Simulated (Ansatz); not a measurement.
Start from `[F][SnH2][SH]` and change one atom or group to get `[F][SnH]([SH])[Cl]`.

Ansatz, PBE0-D4/def2-TZVP geometries, multiplicity 1. Each molecule was computed in one conformer, which needn't be the lowest.

Elements past krypton have def2 core potentials.

```csv
property,`[F][SnH2][SH]`
zero-point energy (PBE0-D4/def2-TZVP) / kJ/mol,65.3
LUMO energy (B3LYP/def2-TZVPP) / eV,-1.23
LUMO energy (PBE0/def2-TZVPP) / eV,-0.91
size of the dipole moment (PBE/def2-TZVPP) / D,2.38
HOMO–LUMO gap (B3LYP/def2-TZVPP) / eV,6.40
size of the dipole moment (B3LYP/def2-TZVPP) / D,2.53
```

(1) What does the change do to each property? (Estimate.)

## Answers

(1) Computed: 
```csv
property,`[F][SnH]([SH])[Cl]`,shift
zero-point energy (PBE0-D4/def2-TZVP) / kJ/mol,50.4,-14.9
LUMO energy (B3LYP/def2-TZVPP) / eV,-2.19,-0.96
LUMO energy (PBE0/def2-TZVPP) / eV,-1.88,-0.97
size of the dipole moment (PBE/def2-TZVPP) / D,1.96,-0.42
HOMO–LUMO gap (B3LYP/def2-TZVPP) / eV,5.82,-0.58
size of the dipole moment (B3LYP/def2-TZVPP) / D,2.11,-0.42
```

With PBE0 the HOMO falls by 0.38 eV and the LUMO falls by 0.97 eV, so the gap narrows by about 0.59 eV. PBE moves the HOMO by -0.35 eV and ωB97M-V by -0.39 eV. Dipoles are sizes alone; their direction can turn.

B3LYP here is the variant with VWN-RPA as its local correlation; programs differ in this.
